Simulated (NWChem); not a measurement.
# C$_{3}$H$_{6}$OSi; SMILES O([SiH3])C=C=C

```xyz
11

C      0.1904     3.0884    -0.1200
C     -0.0971     1.8249     0.0560
C     -0.4280     0.5682     0.2524
O      0.4574    -0.4613     0.2014
Si     0.0584    -2.0626    -0.0951
H      0.5135     3.7250     0.7128
H      0.1262     3.5604    -1.1081
H     -1.4694     0.3142     0.5013
H      1.2618    -2.8557     0.2630
H     -1.1097    -2.4527     0.7533
H     -0.2952    -2.2707    -1.5309
```
Atoms are numbered in this order, from 1.

Level: PBE0/def2-SVP (NWChem), optimised geometry, unscaled harmonic frequencies. 

List the harmonic frequencies with IR intensities, and the thermochemistry.


| frequency (cm⁻¹) | IR intensity (km/mol) |
|---|---|
| 36 | 0.9 |
| 95 | 1.9 |
| 137 | 1.8 |
| 245 | 0.7 |
| 292 | 8.2 |
| 539 | 12.8 |
| 637 | 0.3 |
| 706 | 51.0 |
| 726 | 42.8 |
| 866 | 44.5 |
| 880 | 8.5 |
| 912 | 38.7 |
| 933 | 102.2 |
| 954 | 129.0 |
| 975 | 426.7 |
| 1003 | 0.7 |
| 1077 | 97.8 |
| 1262 | 279.7 |
| 1377 | 72.6 |
| 1496 | 185.0 |
| 2105 | 33.4 |
| 2230 | 112.1 |
| 2239 | 117.6 |
| 2288 | 101.1 |
| 3130 | 6.1 |
| 3132 | 14.6 |
| 3218 | 0.8 |

- zero-point energy = 47.9 kcal/mol
- thermal correction to the enthalpy at 298.15 K (with zero-point energy) = 52.8 kcal/mol
- heat capacity Cv = 22.9 cal/(mol K)
- entropy at 298.15 K and 1 atm (symmetry number 1) = 82.9 cal/(mol K)
- dipole moment = 0.94 D

Rigid rotor and harmonic oscillator; modes under 100 cm⁻¹ make the entropy uncertain.
